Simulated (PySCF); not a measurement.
A geometry optimisation, step by step.

Species: C6H8F2OS.
Atom-mapped SMILES: `[F:1][CH:2]([F:3])[O:4][C@@H:5]1[CH2:6][CH2:7][C:8](=[S:9])[CH2:10]1` (hydrogens: H11 on C2; H12 on C5; H13, H14 on C6; H15, H16 on C7; H17, H18 on C10)

Method: PBE0-D3(BJ)/def2-SVP geometry optimisation, gas phase (PySCF 2.14.0); density fitting, grid level 1; the optimiser is geomeTRIC in internal coordinates, started from a GFN2-xTB structure with every atom displaced at random (about 0.01 Å). 7 of its 15 geometries are shown. The frame can shift and turn from step to step; on so coarse a grid that alone can change the energy by a few meV, and forces under 0.02 eV/Å are noise.

Step 0: E = -24636.4747 eV, largest atomic force 2.367 eV/Å
```
atom  x, y, z in Å  |  force x, y, z in eV/Å
F1      3.653   -0.925   -0.599   -0.922   0.743   0.183
C2      2.614   -0.071   -0.342    2.291   0.554  -0.214
F3      2.584    0.837   -1.369    0.012  -0.302   0.320
O4      1.515   -0.776   -0.283   -2.137  -0.501   0.342
C5      0.360   -0.116    0.285    0.705  -0.157   0.236
C6     -0.727   -1.137    0.609    0.325   0.016   0.150
C7     -2.008   -0.333    0.633    0.215   0.128  -0.176
C8     -1.758    0.831   -0.292   -1.137   0.184   0.311
S9     -2.899    1.876   -0.772    0.013   0.074  -0.091
C10    -0.330    0.870   -0.653    0.824   0.058  -0.272
H11     2.848    0.500    0.592   -0.070  -0.152  -0.302
H12     0.696    0.413    1.214   -0.148  -0.231  -0.343
H13    -0.763   -1.860   -0.209    0.127  -0.292  -0.183
H14    -0.548   -1.664    1.551    0.149  -0.210   0.017
H15    -2.226    0.048    1.635   -0.044   0.252   0.290
H16    -2.893   -0.891    0.337   -0.337  -0.199  -0.133
H17    -0.213    0.519   -1.691    0.029  -0.056  -0.083
H18     0.066    1.891   -0.629    0.104   0.090  -0.053
```

Step 2: E = -24636.5957 eV, largest atomic force 0.175 eV/Å
```
atom  x, y, z in Å  |  force x, y, z in eV/Å
F1      3.575   -0.919   -0.808    0.009  -0.008  -0.046
C2      2.638   -0.087   -0.362   -0.099  -0.055   0.112
F3      2.591    0.977   -1.200   -0.033  -0.066  -0.004
O4      1.465   -0.763   -0.353    0.049   0.155  -0.064
C5      0.368   -0.104    0.251    0.039  -0.035  -0.003
C6     -0.699   -1.134    0.605   -0.064   0.046   0.032
C7     -1.996   -0.329    0.676    0.036  -0.083  -0.019
C8     -1.800    0.846   -0.253   -0.041   0.002   0.017
S9     -2.958    1.881   -0.713    0.032   0.020  -0.018
C10    -0.354    0.887   -0.669    0.051  -0.002   0.012
H11     2.923    0.292    0.640   -0.007   0.034   0.006
H12     0.721    0.411    1.166   -0.029   0.028   0.000
H13    -0.737   -1.865   -0.218    0.006  -0.004  -0.006
H14    -0.468   -1.679    1.530    0.022  -0.044  -0.022
H15    -2.176    0.071    1.690    0.032   0.016   0.003
H16    -2.900   -0.897    0.414    0.002   0.012   0.015
H17    -0.273    0.515   -1.706   -0.023  -0.017  -0.007
H18     0.050    1.908   -0.674    0.019   0.000  -0.009
```

Step 5: E = -24636.6022 eV, largest atomic force 0.132 eV/Å
```
atom  x, y, z in Å  |  force x, y, z in eV/Å
F1      3.591   -0.925   -0.727   -0.013   0.002   0.014
C2      2.626   -0.080   -0.372    0.109   0.056  -0.051
F3      2.596    0.915   -1.291   -0.003  -0.004   0.013
O4      1.466   -0.765   -0.362   -0.064  -0.081   0.043
C5      0.364   -0.120    0.239   -0.006   0.009  -0.012
C6     -0.709   -1.149    0.579    0.077  -0.055  -0.018
C7     -1.980   -0.319    0.709   -0.027   0.056   0.005
C8     -1.789    0.864   -0.216    0.024   0.004  -0.012
S9     -2.927    1.936   -0.637   -0.016  -0.005   0.011
C10    -0.355    0.873   -0.676   -0.027   0.023   0.011
H11     2.869    0.381    0.607   -0.005  -0.013  -0.005
H12     0.702    0.397    1.159   -0.001  -0.017   0.004
H13    -0.775   -1.849   -0.270   -0.019   0.027  -0.014
H14    -0.458   -1.740    1.470   -0.019   0.015   0.007
H15    -2.091    0.082    1.732   -0.010   0.003   0.001
H16    -2.913   -0.855    0.488   -0.004  -0.012   0.011
H17    -0.319    0.480   -1.708    0.005  -0.009   0.004
H18     0.073    1.883   -0.709    0.000   0.003  -0.013
```

Step 7: E = -24636.6036 eV, largest atomic force 0.041 eV/Å
```
atom  x, y, z in Å  |  force x, y, z in eV/Å
F1      3.589   -0.966   -0.711   -0.017  -0.002  -0.006
C2      2.625   -0.107   -0.388    0.010   0.025  -0.006
F3      2.600    0.858   -1.337   -0.007  -0.021   0.010
O4      1.460   -0.790   -0.359    0.001  -0.027   0.008
C5      0.363   -0.132    0.237    0.006   0.029  -0.029
C6     -0.724   -1.145    0.570   -0.004  -0.003   0.000
C7     -1.974   -0.285    0.731   -0.008   0.002  -0.002
C8     -1.774    0.892   -0.199    0.005  -0.005   0.009
S9     -2.900    1.983   -0.602    0.001   0.008  -0.005
C10    -0.346    0.870   -0.677   -0.008  -0.004   0.006
H11     2.863    0.383    0.577    0.003  -0.007   0.009
H12     0.702    0.377    1.162    0.004  -0.001   0.000
H13    -0.823   -1.822   -0.294    0.003  -0.002   0.002
H14    -0.481   -1.758    1.449   -0.001   0.000   0.001
H15    -2.053    0.118    1.757    0.002   0.002   0.002
H16    -2.924   -0.802    0.533   -0.001   0.004   0.000
H17    -0.333    0.462   -1.704    0.005   0.003  -0.004
H18     0.101    1.872   -0.731    0.005   0.001   0.004
```

Step 9: E = -24636.6045 eV, largest atomic force 0.131 eV/Å
```
atom  x, y, z in Å  |  force x, y, z in eV/Å
F1      3.553   -1.062   -0.752    0.010  -0.009  -0.017
C2      2.619   -0.183   -0.400   -0.099  -0.062   0.060
F3      2.596    0.792   -1.337    0.000   0.004  -0.022
O4      1.438   -0.841   -0.351    0.069   0.072  -0.038
C5      0.361   -0.144    0.239    0.000  -0.014   0.013
C6     -0.756   -1.122    0.576   -0.067   0.061   0.013
C7     -1.977   -0.221    0.743    0.011  -0.042  -0.002
C8     -1.747    0.942   -0.195   -0.003   0.006   0.004
S9     -2.840    2.065   -0.603    0.009  -0.004   0.002
C10    -0.322    0.875   -0.678    0.032  -0.019  -0.017
H11     2.890    0.288    0.566    0.005   0.007   0.000
H12     0.715    0.357    1.162    0.005   0.010  -0.005
H13    -0.883   -1.790   -0.290    0.012  -0.025   0.011
H14    -0.531   -1.743    1.454    0.011  -0.013  -0.007
H15    -2.034    0.189    1.768    0.009   0.004   0.000
H16    -2.944   -0.710    0.559    0.001   0.015  -0.007
H17    -0.324    0.457   -1.702   -0.004   0.011  -0.002
H18     0.156    1.861   -0.743    0.001  -0.001   0.013
```

Step 12: E = -24636.6059 eV, largest atomic force 0.034 eV/Å
```
atom  x, y, z in Å  |  force x, y, z in eV/Å
F1      3.498   -1.206   -0.784    0.004  -0.002   0.004
C2      2.602   -0.293   -0.416    0.029   0.002  -0.006
F3      2.611    0.688   -1.350   -0.002   0.001   0.002
O4      1.398   -0.901   -0.361   -0.019  -0.005  -0.011
C5      0.355   -0.160    0.236   -0.006  -0.003   0.014
C6     -0.800   -1.089    0.586    0.024  -0.022  -0.010
C7     -1.979   -0.138    0.756   -0.003   0.019   0.004
C8     -1.706    1.012   -0.188    0.000   0.001  -0.002
S9     -2.754    2.176   -0.595   -0.003   0.001   0.001
C10    -0.288    0.885   -0.679   -0.009   0.002   0.001
H11     2.903    0.162    0.549   -0.005   0.001  -0.002
H12     0.738    0.330    1.154    0.003  -0.005  -0.001
H13    -0.957   -1.762   -0.272   -0.005   0.007  -0.001
H14    -0.591   -1.716    1.465   -0.005   0.009   0.005
H15    -2.008    0.281    1.779   -0.006  -0.003   0.000
H16    -2.969   -0.582    0.581   -0.001  -0.004   0.000
H17    -0.312    0.474   -1.704    0.004  -0.001   0.001
H18     0.231    1.851   -0.739    0.000   0.002   0.000
```

Step 14: E = -24636.6059 eV, largest atomic force under 0.02 eV/Å
```
atom  x, y, z in Å  |  force x, y, z in eV/Å
F1      3.489   -1.235   -0.783   -0.003   0.000   0.001
C2      2.600   -0.315   -0.421    0.014   0.011  -0.006
F3      2.620    0.664   -1.357   -0.001  -0.005   0.004
O4      1.390   -0.911   -0.369   -0.011  -0.007  -0.003
C5      0.355   -0.164    0.234    0.002   0.003   0.000
C6     -0.807   -1.083    0.587    0.005  -0.008  -0.002
C7     -1.979   -0.123    0.759   -0.001   0.006   0.000
C8     -1.699    1.026   -0.184    0.002  -0.002   0.001
S9     -2.740    2.197   -0.590    0.000   0.002   0.000
C10    -0.282    0.889   -0.676   -0.005   0.002   0.004
H11     2.900    0.142    0.543   -0.001  -0.001   0.001
H12     0.744    0.320    1.152    0.001  -0.002   0.000
H13    -0.973   -1.754   -0.272   -0.001   0.002  -0.001
H14    -0.603   -1.711    1.465   -0.002   0.002   0.001
H15    -2.005    0.295    1.782   -0.001  -0.002   0.001
H16    -2.973   -0.559    0.584    0.000  -0.001   0.000
H17    -0.309    0.481   -1.703    0.002   0.000   0.000
H18     0.243    1.852   -0.735    0.001   0.001   0.000
```

Problem. Summarise the path.

Solution. The energy falls by 3.03 kcal/mol from step 0 to step 14; nine tenths of that is first reached at step 2. It never rises by more than 0.2 meV. The largest force goes from 2.367 to under 0.02 eV/Å. Among the bonds C2–O4 changes most, from 1.307 to 1.350 Å; the atoms move by 0.088 Å rms after alignment.

Problem. Follow the three bonds and two angles with the largest change from start to end.

Solution. 
```json
{"step": "0", "E above end (kcal/mol)": "3.03", "largest force (eV/Å)": "2.367", "C2–O4 (Å)": "1.307", "F1–C2 (Å)": "1.369", "O4–C5 (Å)": "1.446", "C7–C6–H14 (°)": "112.4", "C8–C7–H15 (°)": "109.0"}
{"step": "1", "E above end (kcal/mol)": "0.45", "largest force (eV/Å)": "0.378", "C2–O4 (Å)": "1.358", "F1–C2 (Å)": "1.329", "O4–C5 (Å)": "1.416", "C7–C6–H14 (°)": "113.6", "C8–C7–H15 (°)": "108.1"}
{"step": "2", "E above end (kcal/mol)": "0.23", "largest force (eV/Å)": "0.175", "C2–O4 (Å)": "1.354", "F1–C2 (Å)": "1.329", "O4–C5 (Å)": "1.416", "C7–C6–H14 (°)": "113.6", "C8–C7–H15 (°)": "107.7"}
{"step": "3", "E above end (kcal/mol)": "0.17", "largest force (eV/Å)": "0.073", "C2–O4 (Å)": "1.351", "F1–C2 (Å)": "1.330", "O4–C5 (Å)": "1.413", "C7–C6–H14 (°)": "113.9", "C8–C7–H15 (°)": "107.5"}
{"step": "4", "E above end (kcal/mol)": "0.13", "largest force (eV/Å)": "0.062", "C2–O4 (Å)": "1.349", "F1–C2 (Å)": "1.331", "O4–C5 (Å)": "1.412", "C7–C6–H14 (°)": "114.2", "C8–C7–H15 (°)": "107.4"}
{"step": "5", "E above end (kcal/mol)": "0.09", "largest force (eV/Å)": "0.132", "C2–O4 (Å)": "1.347", "F1–C2 (Å)": "1.331", "O4–C5 (Å)": "1.412", "C7–C6–H14 (°)": "114.4", "C8–C7–H15 (°)": "107.2"}
{"step": "6", "E above end (kcal/mol)": "0.07", "largest force (eV/Å)": "0.106", "C2–O4 (Å)": "1.348", "F1–C2 (Å)": "1.332", "O4–C5 (Å)": "1.411", "C7–C6–H14 (°)": "114.5", "C8–C7–H15 (°)": "107.1"}
{"step": "7", "E above end (kcal/mol)": "0.05", "largest force (eV/Å)": "0.041", "C2–O4 (Å)": "1.350", "F1–C2 (Å)": "1.331", "O4–C5 (Å)": "1.412", "C7–C6–H14 (°)": "114.3", "C8–C7–H15 (°)": "107.2"}
{"step": "8", "E above end (kcal/mol)": "0.04", "largest force (eV/Å)": "0.079", "C2–O4 (Å)": "1.352", "F1–C2 (Å)": "1.330", "O4–C5 (Å)": "1.412", "C7–C6–H14 (°)": "114.2", "C8–C7–H15 (°)": "107.3"}
{"step": "9", "E above end (kcal/mol)": "0.03", "largest force (eV/Å)": "0.131", "C2–O4 (Å)": "1.353", "F1–C2 (Å)": "1.330", "O4–C5 (Å)": "1.412", "C7–C6–H14 (°)": "114.2", "C8–C7–H15 (°)": "107.3"}
{"step": "10", "E above end (kcal/mol)": "0.02", "largest force (eV/Å)": "0.121", "C2–O4 (Å)": "1.353", "F1–C2 (Å)": "1.329", "O4–C5 (Å)": "1.411", "C7–C6–H14 (°)": "114.3", "C8–C7–H15 (°)": "107.2"}
{"step": "11", "E above end (kcal/mol)": "0.00", "largest force (eV/Å)": "0.051", "C2–O4 (Å)": "1.351", "F1–C2 (Å)": "1.330", "O4–C5 (Å)": "1.411", "C7–C6–H14 (°)": "114.4", "C8–C7–H15 (°)": "107.2"}
{"step": "12", "E above end (kcal/mol)": "0.00", "largest force (eV/Å)": "0.034", "C2–O4 (Å)": "1.350", "F1–C2 (Å)": "1.330", "O4–C5 (Å)": "1.412", "C7–C6–H14 (°)": "114.4", "C8–C7–H15 (°)": "107.1"}
{"step": "13", "E above end (kcal/mol)": "0.00", "largest force (eV/Å)": "0.036", "C2–O4 (Å)": "1.350", "F1–C2 (Å)": "1.330", "O4–C5 (Å)": "1.412", "C7–C6–H14 (°)": "114.4", "C8–C7–H15 (°)": "107.1"}
{"step": "14", "E above end (kcal/mol)": "0.00", "largest force (eV/Å)": "under 0.02", "C2–O4 (Å)": "1.350", "F1–C2 (Å)": "1.330", "O4–C5 (Å)": "1.412", "C7–C6–H14 (°)": "114.3", "C8–C7–H15 (°)": "107.2"}
```

What follows is the cost of the whole optimisation. The run took 8.1 min of wall time on one thread of an Arm Neoverse N1, on a shared host, and the process peaked at 0.79 GiB of memory.
